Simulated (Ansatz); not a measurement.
Cost and result for the atomization energy of AlClFO, SMILES `[O][Al]([F])[Cl]` radical (4 atoms, 3 bonds).

The species carries charge 0 and has multiplicity 2. All single points use the PBE0-D4/def2-TZVP geometry. Program: Ansatz. All runs use 2 threads of a server CPU on a shared host. Times are those of one run each, without the atoms' runs, and a repeat can differ threefold. Electronic energies, without spin–orbit coupling; frozen cores. CCSD(T)/CBS adds CCSD(T) − MP2 in def2-TZVPP to the MP2 limit, and its time is that of the two runs behind it. T1 = 0.013; ⟨S²⟩ of the reference is 0.76. B3LYP takes the VWN-RPA correlation (the form of Gaussian; ORCA's B3LYP/G).

CCSD(T)/CBS is a level of theory with its own doubt, some kJ/mol a heavy atom from the limit and from the frozen cores, so smaller differences don't rank the functionals.

```json
{"level": "LDA (SPW92)/def2-TZVPP", "functions": "146", "wall time": "2.7 s", "atomization (kJ/mol)": "1616.7", "difference from CCSD(T)/CBS": "192.5", "per bond": "64.2"}
{"level": "PBE-D4/def2-TZVPP (with forces)", "functions": "146", "wall time": "4 s", "atomization (kJ/mol)": "1437.7", "difference from CCSD(T)/CBS": "13.5", "per bond": "4.5"}
{"level": "CCSD(T)/def2-SVP", "functions": "64", "wall time": "4 s", "atomization (kJ/mol)": "1295.3", "difference from CCSD(T)/CBS": "-128.9", "per bond": "-43.0"}
{"level": "CAM-B3LYP-D4/def2-TZVPP", "functions": "146", "wall time": "8.5 s", "atomization (kJ/mol)": "1411.5", "difference from CCSD(T)/CBS": "-12.7", "per bond": "-4.2"}
{"level": "B3LYP-D4/def2-TZVPP (with forces)", "functions": "146", "wall time": "9.5 s", "atomization (kJ/mol)": "1393.5", "difference from CCSD(T)/CBS": "-30.7", "per bond": "-10.2"}
{"level": "r2SCANh-D4/def2-TZVPP", "functions": "146", "wall time": "11 s", "atomization (kJ/mol)": "1418.9", "difference from CCSD(T)/CBS": "-5.3", "per bond": "-1.7"}
{"level": "B2PLYP/def2-TZVPP", "functions": "146", "wall time": "11 s", "atomization (kJ/mol)": "1395.2", "difference from CCSD(T)/CBS": "-29.0", "per bond": "-9.7"}
{"level": "B97M-V/def2-TZVPP", "functions": "146", "wall time": "14 s", "atomization (kJ/mol)": "1436.8", "difference from CCSD(T)/CBS": "12.6", "per bond": "4.2"}
{"level": "PBE-QIDH/def2-TZVPP", "functions": "146", "wall time": "15 s", "atomization (kJ/mol)": "1395.7", "difference from CCSD(T)/CBS": "-28.5", "per bond": "-9.5"}
{"level": "ωB97X-V/def2-TZVPP", "functions": "146", "wall time": "17 s", "atomization (kJ/mol)": "1418.5", "difference from CCSD(T)/CBS": "-5.7", "per bond": "-1.9"}
{"level": "MP2/def2-QZVPP", "functions": "254", "wall time": "28 s", "atomization (kJ/mol)": "1480.9", "difference from CCSD(T)/CBS": "56.7", "per bond": "18.9"}
{"level": "CCSD(T)/def2-TZVPP", "functions": "146", "wall time": "50 s", "atomization (kJ/mol)": "1369.9", "difference from CCSD(T)/CBS": "-54.3", "per bond": "-18.1"}
{"level": "CCSD(T)/CBS(def2)", "functions": "–", "wall time": "78 s", "atomization (kJ/mol)": "1424.2", "difference from CCSD(T)/CBS": "0.0", "per bond": "0.0"}
```

From r2SCAN to r2SCAN0 (25 % exact exchange), in def2-TZVPP and without D4, the atomization energy moves by −50.3 kJ/mol: exact exchange takes away binding that semilocal exchange gives to molecules. The D4 term adds +13.3 kJ/mol with B3LYP and +6.8 kJ/mol with PBE0; it sums over pairs of atoms, weighted by their polarisabilities, and B3LYP, whose exchange is more repulsive, gets the larger term. At CCSD(T), def2-SVP lies −128.9 kJ/mol from the extrapolated value and def2-TZVPP −54.3 kJ/mol: correlation converges slowly with the basis, and small sets miss more of it in the bonded molecule than in its fragments.
